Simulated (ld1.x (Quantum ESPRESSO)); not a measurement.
**Which change was made? (B, TM)**

```
Element                 : B
Generator               : ld1.x (Quantum ESPRESSO) 7.5
Type                    : norm-conserving Troullier–Martins (Kleinman–Bylander form)
Functional              : PBE
Relativity              : non-relativistic
Frozen core             : [He]
Valence charge          : 3
Reference configuration : 2s2 2p0.5 (charge +0.5)
Partial waves           : 2s (bound): rc 1.30 bohr; 2p (bound): rc 2.65 bohr
Local potential         : the p channel
Core correction         : none
```

Cutoffs, loose and tight: the cutoffs (Ry, on a coarse ladder) from which the occupation-weighted sum of valence levels, in a spherical-Bessel basis at the reference potential, stays within 10 and 1 mRy of its value at 400 Ry. They do not see the model core or the augmentation charge, which bear on the density cutoff. Test errors are all-electron minus pseudo excitation energies from the reference, over the configurations 2s2 2p1; 2s2 2p0; 2s1 2p0; 2s1 2p1; 2s1 2p2; 2s0 2p3; 2s2 2p1.3; variants that change the core or the reference have their own tests.

The base gives: outcome: generated; cutoff, loose: 21 Ry; cutoff, tight: 55 Ry; bound ghosts: none; largest test error (meV): +108.

After one change the result is: outcome: generated; cutoff, loose: 21 Ry; cutoff, tight: 50 Ry; bound ghosts: none; largest test error (meV): +433. Which change was it?
A. reference 2s1 2p0
B. wave 2p (bound): rc 2.65 bohr becomes 2p (bound): rc 3.52 bohr
C. wave 2s (bound): rc 1.30 bohr becomes 2s (bound): rc 0.82 bohr
D. all radii scaled by about 0.79 (s 1.02, p 2.10 bohr)

A. The others give: wave 2p (bound): rc 2.65 bohr becomes 2p (bound): rc 3.52 bohr → outcome: generated; cutoff, loose: 21 Ry; cutoff, tight: 55 Ry; bound ghosts: none; largest test error (meV): +247 | wave 2s (bound): rc 1.30 bohr becomes 2s (bound): rc 0.82 bohr → outcome: generated; cutoff, loose: 120 Ry; cutoff, tight: 160 Ry; bound ghosts: none; largest test error (meV): +183 | all radii scaled by about 0.79 (s 1.02, p 2.10 bohr) → outcome: generated; cutoff, loose: 50 Ry; cutoff, tight: 120 Ry; bound ghosts: none; largest test error (meV): +78.
